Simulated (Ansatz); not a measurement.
`[SiH3][SnH2][CH2]Cl` + `C1NCS1` → `[SiH3]N1CSC1` + `Cl[CH2][SnH3]`  (cleavage of the Si–Sn bond)

Program: Ansatz. Geometries: PBE0-D4/def2-TZVP. ΔE: electronic, gas phase. CCSD(T)/CBS is the MP2 limit (def2-TZVPP, def2-QZVPP) plus CCSD(T) − MP2 in def2-TZVPP, frozen cores. Functionals use def2-TZVPP. B3LYP here is the variant with VWN-RPA as its local correlation; programs differ in this. Elements past krypton have def2 core potentials. For Sn outer-core shells are correlated without core-valence functions, which leaves a few kJ/mol of doubt a bond. Each species was taken in one conformer, which may not be the lowest.

```json
{"level": "PBE-D4", "ΔE (kJ/mol)": "-1.8", "difference from CCSD(T)/CBS": "8.5"}
{"level": "PBE0-D4", "ΔE (kJ/mol)": "-5.2", "difference from CCSD(T)/CBS": "5.1"}
{"level": "B3LYP-D4", "ΔE (kJ/mol)": "-16.7", "difference from CCSD(T)/CBS": "-6.4"}
{"level": "ωB97X-V", "ΔE (kJ/mol)": "-15.2", "difference from CCSD(T)/CBS": "-4.9"}
{"level": "B2PLYP", "ΔE (kJ/mol)": "-17.0", "difference from CCSD(T)/CBS": "-6.7"}
{"level": "r2SCAN", "ΔE (kJ/mol)": "-10.2", "difference from CCSD(T)/CBS": "0.1"}
{"level": "PBE0", "ΔE (kJ/mol)": "-4.0", "difference from CCSD(T)/CBS": "6.3"}
{"level": "HF/def2-TZVPP", "ΔE (kJ/mol)": "-27.7", "difference from CCSD(T)/CBS": "-17.4"}
{"level": "MP2/def2-TZVPP", "ΔE (kJ/mol)": "-18.7", "difference from CCSD(T)/CBS": "-8.4"}
{"level": "CCSD/def2-TZVPP", "ΔE (kJ/mol)": "-17.1", "difference from CCSD(T)/CBS": "-6.8"}
{"level": "CCSD(T)/def2-TZVPP", "ΔE (kJ/mol)": "-15.7", "difference from CCSD(T)/CBS": "-5.4"}
{"level": "HF/def2-QZVPP", "ΔE (kJ/mol)": "-29.1", "difference from CCSD(T)/CBS": "-18.8"}
{"level": "MP2/def2-QZVPP", "ΔE (kJ/mol)": "-16.1", "difference from CCSD(T)/CBS": "-5.8"}
{"level": "SCS-MP2/def2-QZVPP", "ΔE (kJ/mol)": "-19.7", "difference from CCSD(T)/CBS": "-9.4"}
{"level": "HF/CBS(def2)", "ΔE (kJ/mol)": "-29.3", "difference from CCSD(T)/CBS": "-19.0"}
{"level": "MP2/CBS(def2)", "ΔE (kJ/mol)": "-13.3", "difference from CCSD(T)/CBS": "-3.0"}
{"level": "CCSD(T)/CBS", "ΔE (kJ/mol)": "-10.3", "difference from CCSD(T)/CBS": "0"}
```

Largest T1 diagnostic among the species: 0.012.

In def2-TZVPP, CCSD(T) changes the Hartree–Fock value by +12.0 kJ/mol (the triples alone add +1.4 kJ/mol) and MP2 by +9.0 kJ/mol. From PBE to PBE0 (25 % exact exchange), in def2-TZVPP and without D4, ΔE moves by −3.8 kJ/mol.
